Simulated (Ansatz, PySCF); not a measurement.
Gas-phase reaction (SMILES): CCN [ethanamine] -> C[CH]N + H atom; the C-H bond at the site shown breaks (other sites are not compared here).

Structures are relaxed separately at B3LYP-D3(BJ)/def2-TZVP in Ansatz (an electronic-structure program), one conformer each, not searched for the lowest. Cores are frozen in the correlated levels unless marked. UHF or UKS for open shells. No spin-orbit coupling. Non-relativistic. CBS(X,Y): correlation extrapolated as X^-3; Hartree-Fock from the larger set. [CCSD(T)-MP2]/basis is that difference in the basis named. Thermal terms are rigid-rotor harmonic-oscillator values from B3LYP-D3(BJ) frequencies (PySCF) at 298.15 K and 1 atm. 1 Eh = 627.5095 kcal/mol. Atoms have translation alone. Electronic entropy comes from spin alone.

```csv
species,"E, RI-MP2/CBS(cc-pVTZ,cc-pVQZ)+[CCSD(T)-MP2]/cc-pVTZ (Ansatz) (Eh)","E, wB97M-V/def2-TZVPD (Ansatz) (Eh)",H - E (Eh),G - E (Eh)
CCN,-135.01338,-135.14583,0.09774,0.06690
C[CH]N,-134.35407,-134.49610,0.08390,0.05230
H atom,-0.49995,-0.49411,0.00236,-0.01065
```

Work out ΔE and ΔH, ΔG, ΔS and the equilibrium constant at 298.15 K at the first level, then ΔH at the second.


1. ΔE = [(-134.35407) + (-0.49995)] - [(-135.01338)] = 0.15936 Eh = 100.0 kcal/mol at RI-MP2/CBS(cc-pVTZ,cc-pVQZ)+[CCSD(T)-MP2]/cc-pVTZ.
2. The terms H - E add up to -0.01148 Eh, so ΔH = (0.15936 + (-0.01148))×627.5095 = 92.8 kcal/mol.
3. The terms G - E add up to -0.02525 Eh, so ΔG = 84.2 kcal/mol, and ΔS = (-0.01148 - (-0.02525))×627509.5/298.15 = 29.0 cal/(mol K).
4. log10 K = -ΔG/(RT ln 10) = -61.7, with RT ln 10 = 1.3642 kcal/mol.
5. With ΔH and ΔS taken as constant, ΔG changes sign near ΔH/ΔS = 3200 K, a rough figure that leaves out heat capacities.
6. At wB97M-V/def2-TZVPD the same steps give ΔE = 97.7 and ΔH = 90.4 kcal/mol, a shift of -2.4 from the first level.
7. These values are not checked against measurement here, since the tables used lack a sound gas-phase enthalpy of formation for at least one species.
